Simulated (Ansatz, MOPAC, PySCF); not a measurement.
System: CH7BNO2, net charge 1, singlet state. SMILES: C[NH2+]B(O)O
Geometry from a B3LYP-D3(BJ)/def2-TZVP (Ansatz, a quantum-chemistry and plane-wave program) optimisation:
```
N
H 1 1.0217
H 1 1.0217 2 107.35
C 1 1.5149 2 108.89 3 -117.74
H 4 1.0863 1 108.99 2 58.38
H 4 1.0865 5 110.37 1 118.73
H 4 1.0865 5 110.37 6 122.55
B 1 1.5541 2 109.58 3 118.93
O 8 1.3347 1 112.36 2 31.75
H 9 0.9644 8 120.40 1 178.69
O 8 1.3347 9 135.26 10 0.06
H 11 0.9644 8 120.40 9 -0.06
```
Charge +1, spin multiplicity 1.

Unscaled harmonic wavenumbers (cm⁻¹) in rising order, each level at the stationary point that it reaches from this structure (no distance between atoms moves by over 0.3 Å); the order of modes can differ between levels, and a negative number is imaginary. B3LYP-D3(BJ)/def2-TZVP (PySCF, at the structure above): 35, 202, 214, 368, 442, 510, 578, 656, 755, 826, 906, 941, 974, 1099, 1128, 1285, 1338, 1373, 1467, 1505, 1506, 1598, 1635, 3083, 3177, 3179, 3420, 3475, 3813, 3824.

PM3 (MOPAC): 49, 152, 227, 325, 383, 484, 515, 643, 794, 854, 951, 977, 1029, 1037, 1047, 1179, 1283, 1321, 1359, 1360, 1385, 1570, 1681, 3015, 3018, 3107, 3319, 3435, 3851, 3859. Zero-point energy 63.2 against 64.8 kcal/mol; where all levels lie over 400 cm⁻¹, the wavenumbers are on average 0.976 times those of B3LYP-D3(BJ)/def2-TZVP.

HF/3-21G (Ansatz): -27, 214, 217, 374, 460, 527, 606, 682, 804, 886, 929, 939, 984, 1197, 1231, 1391, 1436, 1512, 1605, 1659, 1662, 1729, 1806, 3250, 3354, 3355, 3573, 3634, 3934, 3945. Zero-point energy 68.5 against 64.8 kcal/mol; where all levels lie over 400 cm⁻¹, the wavenumbers are on average 1.061 times those of B3LYP-D3(BJ)/def2-TZVP. The zero-point energy leaves imaginary modes out.

HF/6-31G* (Ansatz): 37, 215, 226, 391, 467, 525, 612, 702, 803, 895, 968, 1008, 1065, 1189, 1228, 1373, 1455, 1518, 1599, 1640, 1641, 1706, 1805, 3269, 3376, 3378, 3664, 3732, 4094, 4106. Zero-point energy 69.6 against 64.8 kcal/mol; where all levels lie over 400 cm⁻¹, the wavenumbers are on average 1.076 times those of B3LYP-D3(BJ)/def2-TZVP.
